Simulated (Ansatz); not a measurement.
Start from `[CH2]1[SiH2][SnH2]1` and change one atom or group to get `C[SiH]1[CH2][SnH2]1`.

Ansatz, PBE0-D4/def2-TZVP geometries, multiplicity 1. 

Elements past krypton have def2 core potentials.

```
                                      property  `[CH2]1[SiH2][SnH2]1`
size of the dipole moment (PBE/def2-TZVPP) / D                   0.35
           HOMO energy (B3LYP/def2-TZVPP) / eV                  -6.05
       HOMO–LUMO gap (ωB97M-V/def2-TZVPP) / eV                   8.97
           LUMO energy (B3LYP/def2-TZVPP) / eV                  -1.11
         HOMO energy (ωB97M-V/def2-TZVPP) / eV                  -8.19
             LUMO energy (PBE/def2-TZVPP) / eV                  -1.67
```

What does the change do to each property? (An estimate is asked.)

Computed: 
```
                                      property  `C[SiH]1[CH2][SnH2]1`  shift
size of the dipole moment (PBE/def2-TZVPP) / D                   1.42   1.07
           HOMO energy (B3LYP/def2-TZVPP) / eV                  -5.82   0.23
       HOMO–LUMO gap (ωB97M-V/def2-TZVPP) / eV                   8.97   0.00
           LUMO energy (B3LYP/def2-TZVPP) / eV                  -0.88   0.23
         HOMO energy (ωB97M-V/def2-TZVPP) / eV                  -7.95   0.24
             LUMO energy (PBE/def2-TZVPP) / eV                  -1.43   0.24
```

Dipoles are sizes alone; their direction can turn.

B3LYP here is the variant with VWN-RPA as its local correlation; programs differ in this.
